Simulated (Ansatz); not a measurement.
Consider the cleavage of the B–Si bond: `N[SiH2]B(O)O` + `C[SeH]` → `C[Se]B(O)O` + `N[SiH3]`.

Calculated with Ansatz (gas phase, PBE0-D4/def2-TZVP geometries, no zero-point term in ΔE). CCSD(T)/CBS is the MP2 limit (def2-TZVPP, def2-QZVPP) plus CCSD(T) − MP2 in def2-TZVPP, frozen cores. This one scheme is used for every species. For Se outer-core shells are correlated without core-valence functions, which leaves a few kJ/mol of doubt a bond. Scalar relativity is left out up to krypton. One conformer a species, not always the lowest.

```
       species  SCS-MP2/def2-TZVPP energy (Eh)
`N[SiH2]B(O)O`                      -522.44115
      `C[SeH]`                     -2440.50191
  `C[Se]B(O)O`                     -2616.26332
     `N[SiH3]`                      -346.71306
```

**Question.** Work out ΔE.

**Answer.** ΔE = (-2616.26332) + (-346.71306) − (-522.44115) − (-2440.50191) = -0.03332 Eh = -87.5 kJ/mol. CCSD(T)/CBS gives -82.1 kJ/mol.

Largest T1 diagnostic among the species: 0.013.

From PBE to PBE0 (25 % exact exchange), in def2-TZVPP and without D4, ΔE moves by −6.8 kJ/mol.
